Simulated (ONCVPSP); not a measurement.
# Re (Z = 75), ONCV: configuration errors across variants

Re (Z = 75), optimised norm-conserving Vanderbilt (ONCV), made with ONCVPSP 4.0.1 (PBE, scalar-relativistic). Core [Kr] 4d10 4f14, reference 5s2 5p6 5d5 6s2. Waves: 5s+6s: rc 1.80 bohr, ncon 4, nbas 8, qcut 7.8 1/bohr, 2 projectors; 5p: rc 1.15 bohr, ncon 3, nbas 7, qcut 6.4 1/bohr, 2 projectors, debl 1.7 Ha; 5d: rc 2.40 bohr, ncon 4, nbas 9, qcut 6.2 1/bohr, 2 projectors, debl 1.9 Ha. Local part: polynomial inside 1.10 bohr (lpopt 5, dvloc0 3 Ha). Core correction: polynomial model core, fcfact 0.5.

In the p channel the program set the typed energies aside and used -1.728, 0.250 Ha.

All-electron excitation energies from the reference (eV): (1) 5s2 5p6 5d5 6s1 9.248; (2) 5s2 5p6 5d5 6s0 25.571; (3) 5s2 5p6 5d4 6s0 52.699; (4) 5s2 5p6 5d5 6s0 6p1 15.055.

1 further variants failed, have other tests or too few solved ones, and are left out.

Errors AE − PS in meV (a dash: test not solved or not reliable):

```tsv
change	(1)	(2)	(3)	(4)	bound ghosts	GHOST(+) flags above zero
base	-4.5	-17	-28	-11	none	s
all radii but the core radius scaled by about 1.10 (s 1.98, p 1.26, d 2.64 bohr); local potential polynomial inside 1.22 bohr (lpopt 5, dvloc0 3 Ha)	-4.9	-20	-30	-13	none	s
all radii but the core radius scaled by about 1.22 (s 2.20, p 1.40, d 2.92 bohr); local potential polynomial inside 1.34 bohr (lpopt 5, dvloc0 3 Ha)	-5.3	-26	-30	-15	none	none
all radii but the core radius scaled by about 1.27 (s 2.30, p 1.46, d 3.06 bohr); local potential polynomial inside 1.40 bohr (lpopt 5, dvloc0 3 Ha)	-5.8	-30	-33	-17	none	none
```

Question: Give the same row for: all radii but the core radius scaled by about 0.93 (s 1.68, p 1.06, d 2.22 bohr); local potential polynomial inside 1.02 bohr (lpopt 5, dvloc0 3 Ha).

Answer: -4.4, -16, -27, -10.0; bound ghosts: none; GHOST(+) flags above zero: s, p, d.
